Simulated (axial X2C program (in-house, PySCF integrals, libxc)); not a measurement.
## Potential curves of GeCl⁻, 2c

Calculated with an in-house relativistic program for diatomic molecules. Two-component (2c) means X2C with spin–orbit coupling and atomic mean-field two-electron Coulomb and Gaunt terms. Basis: Ge dyall-acv3z [10s10p8d5f1g], Cl dyall-av3z [9s8p3d2f] (cores contracted in-house); Gaussian nuclei, density fitting, unrestricted open shells. Masses: Ge 73.921 u, Cl 34.969 u.

State: Ω = 1 (⟨Sz⟩ = 1.00, ⟨Lz⟩ = 0.00 at HF). Energies in kJ/mol from the lowest point of each curve. Fits are polynomials in 1 − R0/R over 0.85 to 1.23 times the lowest point R0.

```json
{"R (Å)": "2.0567", "CCSD(T)": "", "PBE0": "45.17", "HF": "58.59"}
{"R (Å)": "2.1512", "CCSD(T)": "22.97", "PBE0": "17.84", "HF": "26.66"}
{"R (Å)": "2.2222", "CCSD(T)": "9.74", "PBE0": "6.63", "HF": "12.43"}
{"R (Å)": "2.2931", "CCSD(T)": "2.61", "PBE0": "1.18", "HF": "4.22"}
{"R (Å)": "2.3640", "CCSD(T)": "0.00", "PBE0": "0.00", "HF": "0.42"}
{"R (Å)": "2.4467", "CCSD(T)": "1.11", "PBE0": "2.48", "HF": "0.00"}
{"R (Å)": "2.5295", "CCSD(T)": "5.37", "PBE0": "7.88", "HF": "2.57"}
{"R (Å)": "2.6359", "CCSD(T)": "13.83", "PBE0": "17.51", "HF": "8.64"}
{"R (Å)": "2.7659", "CCSD(T)": "", "PBE0": "31.45", "HF": "18.33"}
{"R (Å)": "2.9550", "CCSD(T)": "", "PBE0": "52.86", "HF": "33.81"}
```

Correlated methods: 12 electrons correlated (number of frozen shells: Ge 3 s, 2 p, 1 d; Cl 2 s, 1 p), 264 virtual spin orbitals or spinors in MP2, 90 natural virtuals in coupled cluster.

The state is one determinant whose occupation by symmetry is held fixed; it was picked as the lowest of a PBE0 search that is not exhaustive. Density functionals use the spin component along the axis (collinear). Coupled cluster ran in a truncated set of natural virtual spinors; the MP2 energy of the rest was added. (T) has no such correction and the atoms are truncated less, which lowers De at CCSD(T) by a hundredth of an eV or more. PBE0 can misorder states that lie within some tenths of an eV, so this need not be the ground state of the molecule. The nearest other 2c determinant of the search, Ω = 0, lies 0.61 eV up at the distance of the search. With several unpaired electrons one determinant need not be a pure state. Open-shell Ω = 0 determinants with evenly filled partner blocks cannot be reached by this program, so the Ω shown need not be the lowest component. This is the Ω = 1 component of a π² triplet; the 0⁺ component is not one determinant and can lie lowest. The highest occupied level of some functionals is positive through self-interaction error; at Hartree–Fock it is bound. With the outer-core shells frozen, correlated bond lengths of heavy atoms tend to come out a few hundredths of an ångström too long. Coupled cluster ran on the points near the minimum only. MP2 and coupled cluster on one determinant become unreliable at the stretched end.

**Question.** Fit the CCSD(T) curve near its minimum: give the equilibrium distance and the harmonic wavenumber.

**Answer.** At CCSD(T), 2c: Re = 2.381 Å, ωe ≈ 270 cm⁻¹; Be follows as 0.125 cm⁻¹.

**Question.** What are Re and ωe at the PBE0 level?

**Answer.** At PBE0, 2c: Re = 2.352 Å, ωe ≈ 278 cm⁻¹; Be follows as 0.128 cm⁻¹.

**Question.** Fit the HF curve near its minimum: give the equilibrium distance and the harmonic wavenumber.

**Answer.** At HF, 2c: Re = 2.414 Å, ωe ≈ 245 cm⁻¹; Be follows as 0.122 cm⁻¹.
